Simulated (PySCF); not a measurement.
PySCF input file for B(Cl)2(OSiH3) (BCl₂H₃OSi), SMILES ClB(O[SiH3])Cl, PBE-D3(BJ)/def2-SVP. The structure is a stationary point at PBE-D3(BJ)/def2-SVP. The structure was generated by enumeration, and PubChem lists no compound with its InChIKey, so it may never have been made. The values are those of a single conformer.

```python
import numpy as np
from pyscf import gto, scf, dft, df
from pyscf.hessian import thermo

mol = gto.M(
    atom='''
    B    -0.10149546   -0.49859309   -0.00000000
    Cl   -0.86336153   -2.08865002   -0.00000000
    Cl    1.67699596   -0.39020359    0.00000000
    O    -0.86205179    0.61118791    0.00000000
    Si   -0.39632184    2.25788985    0.00000000
    H     0.39993749    2.55316221    1.23530393
    H     0.39993749    2.55316220   -1.23530395
    H    -1.67926285    3.02719110   -0.00000001
    ''',
    basis='def2-SVP',
    charge=0,
    spin=0,
    max_memory=1600,
    verbose=3,
)
mf = dft.RKS(mol, xc='pbe').density_fit(auxbasis='def2-universal-jkfit')
mf.disp = 'd3bj'
mf.grids.level = 3
mf.conv_tol = 1e-11
mf.max_cycle = 100
mf.kernel()

# [left out here: the lines that compute and print the analytic Hessian (its translational invariance restored by hand, since the grid's response is missing), thermochemistry and intensities]
```

Log of the run:

```
converged SCF energy = -1310.83704194437

WARN: DFTD3 does not support analytical Hessian, using finite difference


WARN: Mole.unit (angstrom) is changed to Bohr

Mode                                 0                   1                   2
Irrep
Freq [cm^-1]                       84.9901             99.5824            109.3259
Reduced mass [au]                   1.8921              7.3416              1.6588
Force const [Dyne/A]                0.0081              0.0429              0.0117
Char temp [K]                     122.2819            143.2769            157.2956
Normal mode                   x     y     z       x     y     z       x     y     z
       0   B                -0.00 -0.00  0.05    0.05 -0.00  0.00    0.00  0.00 -0.05
       1  Cl                 0.00 -0.00 -0.05   -0.02  0.03 -0.00   -0.00  0.00  0.03
       2  Cl                -0.00  0.00  0.02    0.06 -0.09  0.00    0.00 -0.00  0.02
       3   O                -0.00 -0.00  0.13    0.08  0.01  0.00    0.00  0.00 -0.14
       4  Si                 0.00 -0.00 -0.05   -0.10  0.05 -0.00   -0.00  0.00  0.03
       5   H                 0.35  0.07 -0.30   -0.12  0.13 -0.00    0.32 -0.21 -0.13
       6   H                -0.35 -0.07 -0.30   -0.12  0.13  0.00   -0.32  0.21 -0.13
       7   H                 0.00  0.00  0.27   -0.17 -0.07 -0.00   -0.00 -0.00  0.50
Mode                                 3                   4                   5
Irrep
Freq [cm^-1]                      242.4636            334.4493            500.3593
Reduced mass [au]                  19.1483             12.5785              8.6056
Force const [Dyne/A]                0.6632              0.8290              1.2694
Char temp [K]                     348.8511            481.1981            719.9057
Normal mode                   x     y     z       x     y     z       x     y     z
       0   B                 0.06 -0.04 -0.00   -0.01 -0.06  0.00    0.04 -0.04  0.00
       1  Cl                -0.09  0.03  0.00   -0.04 -0.11 -0.00    0.03  0.05 -0.00
       2  Cl                 0.07  0.07 -0.00   -0.01  0.05  0.00   -0.10  0.01 -0.00
       3   O                 0.04 -0.06 -0.00    0.11  0.03 -0.00    0.14 -0.02 -0.00
       4  Si                -0.01 -0.07  0.00    0.01  0.08 -0.00    0.00 -0.05 -0.00
       5   H                -0.02 -0.04 -0.00   -0.01  0.14  0.00   -0.04  0.08 -0.00
       6   H                -0.02 -0.04  0.00   -0.01  0.14 -0.00   -0.04  0.08  0.00
       7   H                -0.03 -0.11 -0.00   -0.05 -0.03  0.00   -0.10 -0.22  0.00
Mode                                 6                   7                   8
Irrep
Freq [cm^-1]                      507.4560            686.1245            701.6549
Reduced mass [au]                   9.2365              1.2081              1.2603
Force const [Dyne/A]                1.4014              0.3351              0.3656
Char temp [K]                     730.1161            987.1804           1009.5252
Normal mode                   x     y     z       x     y     z       x     y     z
       0   B                -0.00  0.00  0.28    0.00 -0.00  0.02   -0.04  0.01  0.00
       1  Cl                -0.00 -0.00 -0.02   -0.00  0.00 -0.00    0.00  0.00 -0.00
       2  Cl                 0.00 -0.00 -0.03   -0.00  0.00 -0.00    0.02 -0.00 -0.00
       3   O                -0.00  0.00 -0.07    0.00 -0.00 -0.07   -0.08 -0.02 -0.00
       4  Si                -0.00  0.00 -0.01   -0.00  0.00  0.06    0.05  0.00  0.00
       5   H                -0.02 -0.10  0.03    0.12  0.60 -0.17   -0.09  0.39 -0.00
       6   H                 0.02  0.10  0.03   -0.12 -0.60 -0.17   -0.09  0.39  0.00
       7   H                 0.00  0.00  0.03    0.00  0.00 -0.15   -0.31 -0.60 -0.00
Mode                                 9                  10                  11
Irrep
Freq [cm^-1]                      805.1506            904.4862            914.5326
Reduced mass [au]                   8.5053              1.0745              1.0486
Force const [Dyne/A]                3.2486              0.5179              0.5167
Char temp [K]                    1158.4325           1301.3542           1315.8088
Normal mode                   x     y     z       x     y     z       x     y     z
       0   B                -0.08  0.11 -0.00    0.04  0.03 -0.00   -0.00 -0.00  0.00
       1  Cl                -0.01 -0.03  0.00   -0.00 -0.01  0.00    0.00  0.00 -0.00
       2  Cl                 0.02 -0.00  0.00   -0.01 -0.00 -0.00    0.00  0.00 -0.00
       3   O                 0.05  0.17 -0.00   -0.01  0.00  0.00    0.00 -0.00 -0.00
       4  Si                -0.01 -0.09  0.00   -0.03  0.01  0.00    0.00  0.00  0.04
       5   H                -0.04 -0.08  0.02    0.55 -0.03 -0.35    0.32 -0.25 -0.13
       6   H                -0.04 -0.08 -0.02    0.55 -0.03  0.35   -0.32  0.25 -0.13
       7   H                -0.08 -0.19  0.00   -0.15 -0.22 -0.00   -0.00 -0.00 -0.77
Mode                                12                  13                  14
Irrep
Freq [cm^-1]                      924.8540            949.9758           1367.0946
Reduced mass [au]                   1.1740              7.1968             10.6046
Force const [Dyne/A]                0.5916              3.8266             11.6773
Char temp [K]                    1330.6590           1366.8037           1966.9447
Normal mode                   x     y     z       x     y     z       x     y     z
       0   B                -0.04 -0.01  0.00    0.22  0.16 -0.00   -0.12  0.20 -0.00
       1  Cl                 0.00  0.01  0.00   -0.02 -0.04  0.00   -0.00 -0.01  0.00
       2  Cl                 0.00  0.00 -0.00   -0.03 -0.01  0.00    0.01 -0.00  0.00
       3   O                 0.01 -0.03  0.00   -0.03 -0.00  0.00    0.07 -0.14  0.00
       4  Si                 0.01  0.06 -0.00    0.01  0.00 -0.00    0.00  0.01 -0.00
       5   H                -0.03 -0.51  0.16   -0.11 -0.06  0.10    0.01  0.05 -0.04
       6   H                -0.03 -0.51 -0.16   -0.11 -0.06 -0.10    0.01  0.05  0.04
       7   H                -0.28 -0.44  0.00   -0.04 -0.09  0.00    0.05  0.07 -0.00
Mode                                15                  16                  17
Irrep
Freq [cm^-1]                     2189.8518           2203.1500           2217.1824
Reduced mass [au]                   1.0223              1.0534              1.0481
Force const [Dyne/A]                2.8883              3.0124              3.0357
Char temp [K]                    3150.7092           3169.8423           3190.0319
Normal mode                   x     y     z       x     y     z       x     y     z
       0   B                 0.00 -0.00 -0.00   -0.00  0.00  0.00    0.00  0.00 -0.00
       1  Cl                 0.00  0.00  0.00    0.00 -0.00 -0.00   -0.00 -0.00  0.00
       2  Cl                -0.00 -0.00 -0.00    0.00  0.00 -0.00   -0.00 -0.00 -0.00
       3   O                -0.00  0.00 -0.00    0.00 -0.00 -0.00    0.00 -0.00 -0.00
       4  Si                 0.02  0.01 -0.00   -0.00  0.00  0.04    0.03 -0.01  0.00
       5   H                -0.36 -0.13 -0.56   -0.37 -0.13 -0.56   -0.07 -0.03 -0.14
       6   H                -0.36 -0.13  0.56    0.37  0.13 -0.56   -0.07 -0.03  0.14
       7   H                 0.21 -0.12 -0.00    0.00 -0.00  0.02   -0.82  0.48  0.00
temperature 298.1500 [K]
pressure 101325.00 [Pa]
Rotational constants [GHz] 3.40046 1.50243 1.05542
Symmetry number 1
Zero-point energy (ZPE) 0.03586 [Eh]   94162.161 [J/mol]
                           tot       elec      trans        rot        vib
Entropy [J/mol/K]       356.268      0.000    169.338    119.158     67.773
Cv [J/mol/K]             92.101      0.000     12.472     12.472     67.157
Cp [J/mol/K]            100.415      0.000     20.786     12.472     67.157
Internal energy [J/mol]                      3718.434   3718.434 104792.985
Internal energy [Eh]   -1310.79430  -1310.83704
Enthalpy [J/mol]                             6197.391   3718.434 104792.985
Enthalpy [Eh]          -1310.79335
Gibbs free energy [J/mol]                  -44290.820 -31808.384  84586.578
Gibbs free energy [Eh] -1310.83381
mode   freq/cm-1   IR/(km/mol)
   1       84.99         0.297
   2       99.58         2.625
   3      109.33         0.376
   4      242.46         2.987
   5      334.45         2.625
   6      500.36        25.900
   7      507.46         7.560
   8      686.12        43.888
   9      701.65        31.772
  10      805.15        34.558
  11      904.49        30.795
  12      914.53        59.070
  13      924.85       304.491
  14      949.98       444.763
  15     1367.09       677.612
  16     2189.85        44.308
  17     2203.15        97.056
  18     2217.18        98.700
max |gradient| / (hartree/bohr): 0.00014341219463543813
APT charges: [ 1.3918 -0.4534 -0.4386 -1.1814  1.4068 -0.2465 -0.2465 -0.2323]
```

The calculation finished and met its thresholds.
